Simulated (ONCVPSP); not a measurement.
## Before and after: ONCV potential for Gd (Z = 64)

gadolinium (Gd), optimised norm-conserving Vanderbilt (ONCV), made with ONCVPSP 4.0.1 (PBE, fully relativistic). Core [Kr], reference 4d10 4f7 5s2 5p6 5d1 6s2. Waves: 5s+6s: rc 2.45 bohr, ncon 4, nbas 7, qcut 4.7 1/bohr, 2 projectors; 5p: rc 2.10 bohr, ncon 5, nbas 10, qcut 6.6 1/bohr, 3 projectors, debl 2.4 Ha; 4d+5d: rc 0.85 bohr, ncon 4, nbas 8, qcut 16.9 1/bohr, 2 projectors; 4f: rc 1.30 bohr, ncon 5, nbas 10, qcut 11.7 1/bohr, 3 projectors, debl 3.3 Ha. Local part: polynomial inside 0.70 bohr (lpopt 4, dvloc0 6 Ha). Core correction: Teter function, fcfact 3.25, rcfact 1.

Open shells are filled in proportion to 2j + 1.

All-electron outer shells of the reference configuration (PBE, scalar-relativistic, ld1.x):

```tsv
shell	level (eV)	outermost node (bohr)	outermost maximum (bohr)
4p	-276.39	0.29	0.54
4d	-147.72	0.27	0.56
5s	-49.74	0.65	1.20
5p	-27.26	0.70	1.35
4f	-8.70	–	0.56
6s	-4.13	1.60	3.37
5d	-2.53	0.79	1.95
```

Change: local potential polynomial inside 0.70 bohr (lpopt 4, dvloc0 -2.5 Ha).

Cutoffs: the cutoffs (Ha) at which the residual kinetic energy of the hardest occupied pseudo-wave falls to 1 and 0.1 mHa per electron; they do not see the model core or the augmentation charge, which bear on the density cutoff. Errors are all-electron minus pseudo energies relative to the spin-unpolarised reference configuration.

Question: Predict the effect on cutoff, ghosts and configuration errors.

Answer: The potential gets neither clearly harder nor softer (110 Ha and 240 Ha → 110 Ha and 240 Ha); both files keep a bound ghost (s); the lowest positive-energy flag moves from p3/2 at 131.0 eV to p3/2 at 33.0 eV; the miss of the reference levels goes from 0.07 to 0.25 eV; of the 3 tests that both files solve, the error grows in 1 and shrinks in 0 by more than 15 % and 0.3 meV (median size 0.1 → 0.1 meV).

```tsv
quantity	base	changed
cutoff, loose	110 Ha	110 Ha
cutoff, tight	240 Ha	240 Ha
bound ghosts	s	s
GHOST(+) flags under 300 eV	p3/2 at 131.0 eV, p1/2 at 165.1 eV	p3/2 at 33.0 eV, p1/2 at 73.9 eV
largest miss of a reference level, eV	0.07	0.25
tests counted as reliable (solved cleanly; for ONCVPSP, near-neutral configurations with less than one 5d electron left out)	3 of 4	3 of 4
error for 4d10 4f7 5s2 5p6 5d1 6s1, meV [ΔE 6.65 eV]	0.0	-0.1
error for 4d10 4f7 5s2 5p6 5d1 6s0, meV [ΔE 18.75 eV]	-1.4	-1.7
error for 4d10 4f7 5s2 5p6 5d1 6s1.5, meV [ΔE 2.68 eV]	+0.1	+0.1
s: phases at 2.48 bohr within 0.05 rad from the reference energy up to (Ha; the scan ends near 5)	3.2	2.9
p3/2: phases at 2.13 bohr within 0.05 rad from the reference energy up to (Ha; the scan ends near 5)	to the end of the scan	to the end of the scan
p1/2: phases at 2.13 bohr within 0.05 rad from the reference energy up to (Ha; the scan ends near 5)	to the end of the scan	to the end of the scan
d5/2: phases at 0.86 bohr within 0.05 rad from the reference energy up to (Ha; the scan ends near 5)	to the end of the scan	to the end of the scan
d3/2: phases at 0.86 bohr within 0.05 rad from the reference energy up to (Ha; the scan ends near 5)	to the end of the scan	to the end of the scan
f7/2: phases at 1.32 bohr within 0.05 rad from the reference energy up to (Ha; the scan ends near 5)	to the end of the scan	to the end of the scan
f5/2: phases at 1.32 bohr within 0.05 rad from the reference energy up to (Ha; the scan ends near 5)	to the end of the scan	to the end of the scan
rms error of d²Exc/dni dnj with the model core, mHa	5.52	5.51
```

 A true bound ghost makes a file unfit for plane-wave use even where its test errors are small: the radial tests pick states by their node count and pass the ghost by.
